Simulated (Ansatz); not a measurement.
F₃Hf (SMILES [F][Hf+]([F])[F]), charge +1, singlet, geometry from GFN2-xTB (such geometries of metal compounds can be far from the true shape) (the multiplicity is a formal guess) (core potentials on Hf); Ansatz (a program for electronic structure) with HF/def2-SVP.

The Ansatz input:
Ansatz 0.2 input:
```yaml
crystal:
  periodic: [false, false, false]
  atoms:
    - {symbol: Hf, position_ang: [0.02643004, 0.24370484, 0.07704611]}
    - {symbol: F, position_ang: [1.52633092, -0.79543891, -0.29280991]}
    - {symbol: F, position_ang: [-0.83493396, -0.99952485, 1.16274766]}
    - {symbol: F, position_ang: [-0.90283724, -0.15467495, -1.48630661]}
basis:
  gaussian:
    orbitals: def2-SVP
hamiltonian:
  xc: hf
total_charge: 1
scf: {lower_state_search: full}
```

Q: What does Ansatz print? Leave out banner, timings and long lists.

A: 
```
Functional definition: HF
702 factors; integrals over basis functions are off by at most 4.0e-4 eV
mean field evaluation 1: about -9388.3835 eV, gradient 8.3e1 eV
mean field evaluation 2: about -9388.4622 eV, gradient 8.3e1 eV
mean field evaluation 4: about -9400.5219 eV, gradient 3.1e0 eV
mean field evaluation 8: about -9400.6076 eV, gradient 1.6e-1 eV
mean field evaluation 16: about -9318.5887 eV, gradient 6.6e1 eV
mean field evaluation 32: about -9330.3659 eV, gradient 1.8e2 eV
mean field -9400.60769877 eV, -345.4659609691 hartree, gradient 8.1e-6 eV, S^2 0.000000; 3 other end points of the search recorded, 0 dependent functions left out
reference -9400.60769877 eV, -345.4659609691 hartree; 19, 19 occupied and 55, 55 virtual orbitals, 702 factors
Total energy: -9400.60769877 eV, -345.4659609691 hartree
```
